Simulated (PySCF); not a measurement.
Species: sum formula HBOF2, charge 0, multiplicity 1. 
Geometry from a B3LYP-D3(BJ)/def2-TZVP (Ansatz) optimisation:
SMILES: FB(O)F
```xyz
5

B     -0.0138    -0.0173    -0.0022
F     -0.3836     1.2557     0.1315
F     -0.9587    -0.9338    -0.1214
O      1.2809    -0.3932    -0.0192
H      1.9030     0.3355     0.0731
```
Charge 0, spin multiplicity 1.

Dispersion corrections to the total energy (kcal/mol) from the dftd3 and dftd4 libraries through PySCF: D3(BJ) without and D4 with the three-body term, each with the damping fitted for the functional named.

| functional | D3(BJ) | D4 |
|---|---|---|
| B2PLYP | … | -0.85 |
| revPBE | -2.95 | -4.77 |
| TPSSh | -1.19 | -1.52 |
| HSE06 | -0.62 | -0.93 |
| PBE | -1.08 | -1.24 |
| TPSS | -1.33 | … |
| B2GP-PLYP | … | -0.49 |

Problem. What belongs in the gaps?

Solution. 
- B2PLYP, D3(BJ): -0.82
- TPSS, D4: -1.69
- B2GP-PLYP, D3(BJ): -0.60
